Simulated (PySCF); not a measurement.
# One molecule, several mistakes: F2HOSi

All numbers below are calculated, not measured. They come from PySCF 2.14.0, an open-source quantum chemistry program, on an isolated molecule that a program drew, which may never have been made. The molecule is F2HOSi (charge 0, doublet), drawn as the SMILES string `O[Si](F)F`.

Each row is a Hartree-Fock (HF) and frozen-core CCSD(T) single point in the cc-pV(D+d)Z basis, meant for a local HF minimum. Run 1 is clean. Each other run has one planted mistake out of seven kinds, and not every kind appears here: one electron removed, one electron added, multiplicity raised by two, geometry at a saddle point, minimal basis STO-3G, one bond length entered in bohr, all coordinates scaled. The reference is restricted for singlets and unrestricted otherwise, and also for a bond in bohr. Adding or removing an electron swaps singlet and doublet. Electrons count all cores. HOMO and LUMO are orbital energies over both spins, the gradient is its largest component, and the lowest frequency (negative if imaginary) is given only where the gradient is small. Bond lengths are over the 4 bonds as drawn. T1 is the CCSD diagnostic: over 0.02 (restricted) or 0.045 (unrestricted) a single reference is doubtful.

Geometry of the clean run:
```xyz
5
F2HOSi, angstrom
O    -2.2588    1.5106   -1.6034
Si   -2.0663    0.0198   -1.0035
F    -0.5807   -0.1598   -0.4265
F    -2.1829   -1.0701   -2.1742
H    -1.6938    1.8376   -2.2911
```

| run | electrons | basis functions | <S^2> | HOMO (eV) | LUMO (eV) | gradient (hartree/bohr) | lowest frequency (cm^-1) | mean bond (Å) | longest bond (Å) | T1 | HF (hartree) | CCSD(T) (hartree) | mistake |
|---|---|---|---|---|---|---|---|---|---|---|---|---|---|
| 1 | 41 | 70 | 0.752 | -11.10 | 1.21 | 4.3e-06 | 106 | 1.4435 | 1.618 | 0.0136 | -563.39800 | -564.05229 | no fault |
| 2 | 40 | 70 | 0.000 | -21.81 | -9.41 | 1.1e-01 | - | 1.4435 | 1.618 | 0.0189 | -563.02007 | -563.68928 | one electron removed |
| 3 | 42 | 70 | 0.000 | -0.57 | 9.78 | 1.1e-01 | - | 1.4435 | 1.618 | 0.0132 | -563.38343 | -564.06353 | ? |
| 4 | 41 | 70 | 3.757 | -4.06 | -1.87 | 1.3e-01 | - | 1.4435 | 1.618 | 0.0199 | -563.08845 | -563.71224 | ? |

**Which mistake was planted in run 3, and what did it cost?**

It counts 42 electrons, one more than the clean run, at the same geometry and basis. So the mistake is: one electron added. Subtracting run 1 and multiplying by 627.51 kcal/mol a hartree, the energy moved by 9.1 kcal/mol in HF and -7.1 kcal/mol in CCSD(T).

**Which mistake was planted in run 4, and what did it cost?**

Electrons, basis and geometry are unchanged, and <S^2> is 3.757, beside S(S+1) = 3.75 for a multiplicity of 4. So the mistake is: multiplicity raised by two. Subtracting run 1 and multiplying by 627.51 kcal/mol a hartree, the energy moved by 194.2 kcal/mol in HF and 213.4 kcal/mol in CCSD(T).

